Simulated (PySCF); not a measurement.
Core-level binding energies of (CuH)2 ring

Species: (CuH)2 ring, Cu₂H₂ (singlet state).
Structure used (PBE0-D3(BJ)/def2-SVP), in Å, numbered top down from 1:
```xyz
4
Cu2H2 angstrom
Cu    -0.7784   -0.0447    0.7446
H      0.5058    1.1646    0.6018
Cu     0.7774    0.0425   -0.7460
H     -0.5048   -1.1624   -0.6003
```

Computed, not measured: PySCF 2.14.0, delta-SCF UKS SCAN, pcX-2 on the ionised atom (unc-x2c-TZVPall on a metal), pcseg-1 elsewhere, spin-free X2C. Vertical ΔSCF values, vacuum level as zero.

What binding energy does each computed site have?

| atom(s) | bonded to | level | binding energy (eV) | 2p1/2 (eV) | count |
| --- | --- | --- | --- | --- | --- |
| Cu1/Cu3 | 2 H | Cu 2p3/2 | 937.90 | 958.56 | 2 |

Which photon energy gives electrons from Cu 2p3/2 of Cu1/Cu3 a kinetic energy of 200 eV, and what is their de Broglie wavelength?

hν = 937.90 + 200 = 1137.90 eV, recoil neglected; λ = 12.264 Å/√(E/eV) = 0.87 Å.

Express the binding energy of Cu 2p3/2 of Cu1/Cu3 in atomic units and per mole.

937.90 eV = 34.4672 Eh = 90494 kJ/mol.

Atoms equivalent by their bonding share one computed value, that of the first of them. The 2p values add to the ΔSCF energy of one spin-free hole a correction within the shell (spin–orbit coupling, ligand field). 2p1/2 minus 2p3/2 (ligand field included): Cu 20.67 eV. Satellites of the metal's 2p lines aren't described. Geometry: PBE0-D3(BJ)/def2-SVP; no solvent, vibrations or thermal averaging. Metal 2p energies of this one-determinant scheme are less reliable than its 1s energies.
